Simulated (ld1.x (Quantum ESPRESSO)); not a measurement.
**Before and after: TM potential for boron (B)**

ld1.x (Quantum ESPRESSO) 7.5 input, shortened:

```
&input
   title='B', zed=5., rel=1, dft='PW91', iswitch=3,
   config='[He] 2s2 2p1 3d-2'
 /
 &inputp
   pseudotype=2, tm=.true., lloc=0,
   nlcc=.true., new_core_ps=.true., rcore=0.65
 /
3
2P  2  1   1.00   0.00  2.95  2.95  0.0
3D  3  2  -2.00   0.50  2.25  2.25  0.0
2S  1  0   2.00   0.00  1.30  1.30  0.0
 &test
   configts(1)='2s2 2p1'
 /
```

Change: all radii but the core radius scaled by about 0.87 (s 1.14, p 2.58, d 1.96 bohr).

Cutoffs: the cutoffs (Ry, on a coarse ladder) from which the occupation-weighted sum of valence levels, in a spherical-Bessel basis at the reference potential, stays within 10 and 1 mRy of its value at 400 Ry; they do not see the model core or the augmentation charge, which bear on the density cutoff. Errors are all-electron minus pseudo energies relative to the spin-unpolarised reference configuration.

Question: How do hardness, ghosts and transferability respond?

Answer: The potential gets neither clearly harder nor softer (21 Ry and 55 Ry → 21 Ry and 55 Ry); the s channel sets the loose cutoff, while the largest relative change is in p, which becomes harder; of the 7 tests that both files solve, the error grows in 0 and shrinks in 7 by more than 15 % and 0.3 meV (median size 43.7 → 23.1 meV); neither file shows a bound ghost. Less of the atom is replaced, so other configurations are described better.

| quantity | base | changed |
| --- | --- | --- |
| cutoff, loose | 21 Ry | 21 Ry |
| cutoff, tight | 55 Ry | 55 Ry |
| loose cutoff by channel (10 mRy a level) | p 12 Ry, s 18 Ry | p 15 Ry, s 18 Ry |
| bound ghosts | none | none |
| error for 2s2 2p0, meV [ΔE 8.27 eV] | +78 | +44 |
| error for 2s1 2p0, meV [ΔE 33.74 eV] | +252 | +154 |
| error for 2s2 2p0.5, meV [ΔE 2.91 eV] | +11 | +5.8 |
| error for 2s1 2p1, meV [ΔE 14.41 eV] | -44 | -23 |
| error for 2s0 2p3, meV [ΔE 11.72 eV] | -71 | -34 |
| error for 2s2 2p1.3, meV [ΔE -0.75 eV] | +1.0 | +0.5 |
| error for 2s1 2p2, meV [ΔE 5.85 eV] | -18 | -8.5 |
